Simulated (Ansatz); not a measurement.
Isolated molecules relaxed with PBE0-D4/def2-TZVP in Ansatz; ΔE leaves out vibrations. CCSD(T)/CBS adds triple-zeta CCSD(T) − MP2 to the extrapolated MP2 energy (def2 sets, frozen cores). This one scheme is used for every species. Functionals use def2-TZVPP. B3LYP here is the variant with VWN-RPA as its local correlation; programs differ in this. For Br, Ga outer-core shells are correlated without core-valence functions, which leaves a few kJ/mol of doubt a bond. Scalar relativity is left out up to krypton. One conformer a species, not always the lowest.

`[Cl][Ga]([Cl])[Br]` + H₂S → `[SH][Ga]([Cl])[Cl]` + HBr  (ligand exchange at a Ga–Br bond)

`[Cl][Ga]([Cl])[Br]`:

```xyz
4

Cl    1.435   -0.865   -1.313
Ga   -0.005   -0.002   -0.028
Cl   -1.827    0.699   -0.842
Br    0.397    0.169    2.184
```

H₂S:

Cartesian coordinates in Å:
```
S -0.021 0.394 -0.477
H -0.278 -0.915 -0.342
H 0.299 0.521 0.819
```

`[SH][Ga]([Cl])[Cl]`:

```xyz
5

S     0.448   -0.892   -1.437
Ga    0.208    0.309    0.361
Cl    1.870    1.332    1.192
Cl   -1.676    0.491    1.328
H    -0.851   -1.239   -1.443
```

HBr:

Cartesian coordinates in Å:
```
Br 0.430 0.101 -0.556
H -0.430 -0.101 0.556
```

Task: Is it downhill or uphill in electronic energy at CCSD(T)/CBS, and by how much? (Estimate.)

Result: The calculation gave: Uphill: ΔE = +6.7 kcal/mol.

Task: What do these levels give: r2SCAN-D4, r2SCAN0-D4, ωB97M-V, PBE-QIDH, revPBE, B3LYP, HF/def2-TZVPP, MP2/def2-TZVPP, CCSD/def2-TZVPP, HF/def2-QZVPP, SCS-MP2/def2-QZVPP, CCSD/CBS(def2)? (Best estimate.)

Result: The calculation gave: r2SCAN-D4 6.6, r2SCAN0-D4 7.1, ωB97M-V 7.1, PBE-QIDH 7.3, revPBE 6.3, B3LYP 7.2, HF/def2-TZVPP 10.1, MP2/def2-TZVPP 7.0, CCSD/def2-TZVPP 7.5, HF/def2-QZVPP 10.1, SCS-MP2/def2-QZVPP 7.3, CCSD/CBS(def2) 7.2 kcal/mol.

Largest T1 diagnostic among the species: 0.011.

In def2-TZVPP, CCSD(T) changes the Hartree–Fock value by −3.1 kcal/mol (the triples alone add −0.5 kcal/mol) and MP2 by −3.0 kcal/mol. Leaving LDA and LC-ωPBE aside and taking each functional with its dispersion term where it has one, the values, not all of them listed here, spread over 2.4 kcal/mol, from revPBE-D4 to BHLYP-D4. LDA lies −1.0 kcal/mol from PBE without D4. From PBE to PBE0 (25 % exact exchange), in def2-TZVPP and without D4, ΔE moves by +0.8 kcal/mol.
